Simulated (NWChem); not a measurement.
carbon tetrabromide (CBr₄); SMILES BrC(Br)(Br)Br

All runs: NWChem. Pople sets run with spherical d functions. Structure relaxed at the PBE0/def2-SVP level. B3LYP is NWChem's, with the RPA form of VWN correlation.

**Question.** Order these by “orbital gap (eV)”, lowest first: B3LYP/aug-cc-pVTZ; B3LYP/def2-SVP; B3LYP/STO-3G.

**Answer.** B3LYP/aug-cc-pVTZ (5.14), B3LYP/def2-SVP (5.34), B3LYP/STO-3G (6.60)
